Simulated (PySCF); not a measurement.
**Correlation energy of Te⁺ (tellurium, charge +1)**

[Kr] 4d10 5s2 5p3, high-spin 4S determinant. All numbers are calculated (PySCF 2.14, the spin-free X2C one-electron Hamiltonian (Gaussian nucleus), in x2c-TZVPPall (8s6p4d2f, 60 functions)). Frozen: [Ar] 3d10; 23 electrons correlated.

```tsv
level	correlation energy (mhartree)
CCSD	-488.88
(T)	-8.16
CCSD(T)	-497.04
```

Diagnostics: T1 = 0.0049, D1 = 0.0163, largest double amplitude 0.046.

Cost of the coupled-cluster step: about 5 core-seconds, for 23 correlated electrons.

Iterations:

```
CC2 = 0
CCSD nocc = (np.int64(13), np.int64(10)), nmo = (46, 46)
frozen orbitals [[0, 1, 2, 3, 4, 5, 6, 7, 8, 9, 10, 11, 12, 13], [0, 1, 2, 3, 4, 5, 6, 7, 8, 9, 10, 11, 12, 13]]
max_cycle = 100
direct = 0
conv_tol = 1e-08
conv_tol_normt = 1e-06
diis_space = 8
diis_start_cycle = 0
Init t2, MP2 energy = -0.519680940516148
Init E_corr(UCCSD) = -0.519680940518833
cycle = 1  E_corr(UCCSD) = -0.47917930078599  dE = 0.0405016397  norm(t1,t2) = 0.0494856
cycle = 2  E_corr(UCCSD) = -0.489337949711748  dE = -0.0101586489  norm(t1,t2) = 0.00989524
cycle = 3  E_corr(UCCSD) = -0.488524513776183  dE = 0.000813435936  norm(t1,t2) = 0.00260164
cycle = 4  E_corr(UCCSD) = -0.488878395232851  dE = -0.000353881457  norm(t1,t2) = 0.000788095
cycle = 5  E_corr(UCCSD) = -0.488884706352257  dE = -6.31111941e-06  norm(t1,t2) = 0.000103498
cycle = 6  E_corr(UCCSD) = -0.488877413132868  dE = 7.29321939e-06  norm(t1,t2) = 2.44651e-05
cycle = 7  E_corr(UCCSD) = -0.488878016485423  dE = -6.03352555e-07  norm(t1,t2) = 3.11625e-06
cycle = 8  E_corr(UCCSD) = -0.488878077428467  dE = -6.09430438e-08  norm(t1,t2) = 3.80756e-07
cycle = 9  E_corr(UCCSD) = -0.48887806558544  dE = 1.18430267e-08  norm(t1,t2) = 9.82163e-08
cycle = 10  E_corr(UCCSD) = -0.488878064848322  dE = 7.37117478e-10  norm(t1,t2) = 1.96491e-08
UCCSD converged
E(UCCSD) = -6791.058422101823  E_corr = -0.4888780648483224
UCCSD(T) correction = -0.00816463921433601
```

This basis was not built for core-valence correlation, so the inner-shell part is incomplete.
